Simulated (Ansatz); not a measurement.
C2H7InS, SMILES `[CH3][In]([CH3])[SH]`. The species carries charge 0 and has multiplicity 1. In takes the def2 core potential.

```xyz
11

C    -0.5261   -0.5698   -2.0151
In    0.0227    0.2677   -0.1178
C     0.3423   -0.6363    1.8037
S     0.2907    2.6623   -0.1832
H    -0.1135    0.0355   -2.8222
H    -0.1695   -1.5956   -2.1111
H    -1.6142   -0.5717   -2.1067
H    -0.5782   -0.5725    2.3877
H     1.1280   -0.1037    2.3402
H     0.6188   -1.6864    1.7052
H     0.5992    2.7705    1.1193
```

Problem. What are the harmonic wavenumbers in cm⁻¹ at PBE0-D4/def2-TZVP (Ansatz, finite differences of forces, unscaled)? (Estimate.)

Solution. Ansatz gave: 17i, 12, 101, 109, 118, 272, 334, 491, 527, 616, 654, 710, 713, 746, 1192, 1196, 1446, 1449, 1450, 1454, 2715, 3060, 3062, 3149, 3150, 3163, 3166.
